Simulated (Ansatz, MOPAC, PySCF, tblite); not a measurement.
Energy landscape of H2N (cation, charge +1), triplet: symmetric bend, bond length relaxed. Scanned: H-N-H angle. Other coordinates (N-H bond length) were minimised at PBE0/def2-TZVP.

PM3, unrestricted, heats of formation (MOPAC); UKS-B3LYP/6-311+G** = unrestricted B3LYP/6-311+G**, spherical d in PySCF; GFN2-xTB, 300 K electronic temperature (tblite); CCSD(T)/aug-cc-pVQZ = CCSD(T) on UHF/aug-cc-pVQZ, frozen core (Ansatz, a first-principles code).

Energies relative to the lowest point of each profile, in kcal/mol; the last columns give the difference from CCSD(T):

```
a / °   PM3  UKS-B3LYP/6-311+G**  GFN2-xTB  CCSD(T)/aug-cc-pVQZ  PM3 − CCSD(T)/aug-cc-pVQZ  UKS-B3LYP/6-311+G** − CCSD(T)/aug-cc-pVQZ  GFN2-xTB − CCSD(T)/aug-cc-pVQZ
-----  ----  -------------------  --------  -------------------  -------------------------  -----------------------------------------  ------------------------------
180     0.0                  0.5       0.0                  0.6                       -0.6                                       -0.2                            -0.6
167     0.1                  0.2       0.1                  0.4                       -0.3                                       -0.1                            -0.2
157     0.4                  0.0       0.5                  0.0                        0.4                                        0.0                             0.5
147     1.3                  0.2       1.3                  0.0                        1.3                                        0.1                             1.2
137     3.0                  1.4       2.6                  1.1                        1.9                                        0.3                             1.5
127     5.9                  4.1       4.8                  3.7                        2.2                                        0.4                             1.0
117    10.4                  9.0       8.1                  8.5                        2.0                                        0.5                            -0.4
107    17.0                 16.5      12.8                 15.8                        1.2                                        0.6                            -3.1
97     26.2                 26.9      19.1                 26.2                        0.0                                        0.7                            -7.1
87     38.4                 40.8      26.5                 40.1                       -1.7                                        0.8                           -13.5
77        —                    —      34.4                    —                          —                                          —                               —
```

PM3 is furthest from CCSD(T)/aug-cc-pVQZ at 127 (2.2 kcal/mol, above); its mean absolute difference over the points is 1.2 kcal/mol.

UKS-B3LYP/6-311+G** is furthest from CCSD(T)/aug-cc-pVQZ at 87 (0.8 kcal/mol, above); its mean absolute difference over the points is 0.4 kcal/mol.

GFN2-xTB is furthest from CCSD(T)/aug-cc-pVQZ at 87 (-13.5 kcal/mol, below); its mean absolute difference over the points is 2.9 kcal/mol.

A dash means that the run gave no value there, or that the column was ended at a point which the program doubted or which failed a test of continuity chosen for this set; such a test can also cut sound points.

The scan ran from 180.0 to 60.0; beyond the range shown the relaxed coordinates jump or full CI changes its symmetry label.
